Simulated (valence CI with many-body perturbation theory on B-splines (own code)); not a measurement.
# Missing levels of Ar¹²⁺

Level of theory: valence CI with perturbative core correlation (CI+MBPT): four valence electrons over a frozen Dirac-Fock core [He], a basis of 11 s, 11 p, 9 d, 7 f, 5 g, 2 h, 1 i functions for each j, with the one-electron correlation potential Σ1, the two-electron term Σ2, the three-electron term Σ3, Breit, model QED; selected CI, second order for the rest, scaled by the run's own slope (own B-spline code, finite nucleus).

No measured levels were compared; by estimate levels of excited configurations hold to 0.05 to 0.15 % of their energy, terms of the ground configuration to about 0.5 %. Among the levels kept, up to 280 cm⁻¹ of a level comes from second order outside the variational space, and about a tenth of that is noise between levels of different J, which matters for small intervals.

| Level | E (cm⁻¹) |
| --- | --- |
| 2s2 2p2 3P_0 | 0 |
| 2s2 2p2 3P_1 | ? |
| 2s2 2p2 3P_2 | 21843 |
| 2s2 2p2 1D_2 | 85144 |
| 2s2 2p2 1S_0 | 162380 |
| 2s 2p3 5S°_2 | 227370 |
| 2s 2p3 3D°_2 | 422720 |
| 2s 2p3 3D°_1 | 423270 |
| 2s 2p3 3D°_3 | 424000 |
| 2s 2p3 3P°_0 | 495590 |
| 2s 2p3 3P°_1 | ? |
| 2s 2p3 3P°_2 | 497150 |
| 2s 2p3 1D°_2 | ? |
| 2s 2p3 3S°_1 | 628940 |
| 2s 2p3 1P°_1 | ? |
| 2p4 3P_2 | ? |
| 2p4 3P_1 | 971170 |
| 2p4 3P_0 | 975920 |
| 2p4 1D_2 | 1026200 |
| 2p4 1S_0 | ? |

Q: The levels stand in rising order. What does the calculation give for the missing energies?

A: 2s2 2p2 3P_1 9855; 2s 2p3 3P°_1 495940; 2s 2p3 1D°_2 626110; 2s 2p3 1P°_1 699110; 2p4 3P_2 955440; 2p4 1S_0 1163000.
